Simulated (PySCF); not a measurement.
C$_{2}$H$_{4}$NO (SMILES [CH2]C(N)=O), doublet, at a GFN2-xTB geometry, atoms displaced at random by about 0.08 Å a coordinate; TPSS/STO-3G, gradient (PySCF).

The PySCF input:
```python
from pyscf import gto, scf, dft

mol = gto.Mole()
mol.atom = '''
    O     0.27072050    1.36772334    0.29549794
    C     0.04488607    0.20973333    0.02348629
    N     0.96013720   -0.72190673   -0.26587814
    C    -1.27089401   -0.45862997   -0.06778116
    H     0.94543486   -1.76527340   -0.36665275
    H    -1.63726814   -1.32893582   -0.26460014
    H    -2.22093373    0.34597238    0.13784326
    H     1.89609689   -0.44145244    0.03047420
'''
mol.basis = 'sto-3g'
mol.spin = 1
mol.verbose = 3
mol.build()

mf = dft.UKS(mol)
mf.xc = 'tpss'
mf.grids.level = 0
mf.kernel()
g = mf.nuc_grad_method()
g.grid_response = True
grad = g.kernel()
```

**Question.** Write the output that PySCF gives for this input, abridged.

**Answer.** 
```
converged SCF energy = -205.836946043707  <S^2> = 0.75765872  2S+1 = 2.0076441
--------------- UKS gradients ---------------
         x                y                z
0 O    -0.0220950177    -0.1115572602    -0.0265131984
1 C     0.0969036385     0.0774842166     0.0110669653
2 N    -0.1044392102     0.0652484818     0.0238629753
3 C     0.0695275445    -0.2223634435    -0.0520280162
4 H     0.0216341620    -0.0022880606    -0.0022565123
5 H     0.0364249131     0.1470692511     0.0342668897
6 H    -0.0629565210     0.0541447419     0.0133642380
7 H    -0.0349995091    -0.0077379272    -0.0017633414
----------------------------------------------
```
